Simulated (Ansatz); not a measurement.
C2H7NO2Si can be A, `C[SiH](O)C(N)=O`, or B, `OCN1CO[SiH2]1`.

Computed with Ansatz on PBE0-D4/def2-TZVP structures; ΔE is electronic, products minus reactants. CCSD(T)/CBS is the MP2 limit (def2-TZVPP, def2-QZVPP) plus CCSD(T) − MP2 in def2-TZVPP, frozen cores. DFT in def2-TZVPP. B3LYP here is the variant with VWN-RPA as its local correlation; programs differ in this. Each species was taken in one conformer, which may not be the lowest.

A:

```xyz
13

C     1.637    0.745    0.468
Si   -0.017    0.011    0.892
O    -0.990    1.060    1.687
C    -1.067   -0.349   -0.685
N    -0.679   -1.238   -1.622
O    -2.102    0.297   -0.793
H     2.159    1.055    1.377
H     1.522    1.621   -0.174
H     2.270    0.018   -0.048
H     0.178   -1.245    1.668
H    -1.785    1.227    1.159
H    -1.270   -1.401   -2.423
H     0.144   -1.801   -1.506
```

B:

Z-matrix (Å, degrees):
```
C
O 1 1.435
Si 1 2.225 2 48.5
N 1 1.463 2 99.1 3 3.7
H 1 1.099 2 111.1 3 -114.8
H 1 1.095 2 110.1 3 123.4
H 3 1.489 1 124.1 2 -90.5
H 3 1.486 1 127.8 2 84.4
C 4 1.418 1 122.7 2 -157.6
O 9 1.409 4 113.1 1 -75.6
H 9 1.098 4 111.8 1 42.0
H 9 1.098 4 108.0 1 160.9
H 10 0.962 9 107.3 4 -52.9
```

Question: Which isomer does CCSD(T)/CBS put lower? Give the gap. (An estimate is asked.)

Answer: Computed: A, by 172.6 kJ/mol.

Question: Give E(B) − E(A) in kJ/mol with PBE0-D4, CCSD(T)/def2-TZVPP, MP2/def2-TZVPP, PBE-D4, B2PLYP, B3LYP, B3LYP-D4. (Best estimate.)

Answer: Computed: PBE0-D4 175.7, CCSD(T)/def2-TZVPP 169.4, MP2/def2-TZVPP 171.8, PBE-D4 190.9, B2PLYP 184.5, B3LYP 189.4, B3LYP-D4 188.3. None reverses the order clearly.

Largest T1 diagnostic: 0.015.

From PBE to PBE0 (25 % exact exchange), in def2-TZVPP and without D4, E(B) − E(A) moves by −15.4 kJ/mol. In def2-TZVPP, CCSD(T) changes the Hartree–Fock value by +4.1 kJ/mol (the triples alone add +4.8 kJ/mol) and MP2 by +6.5 kJ/mol.
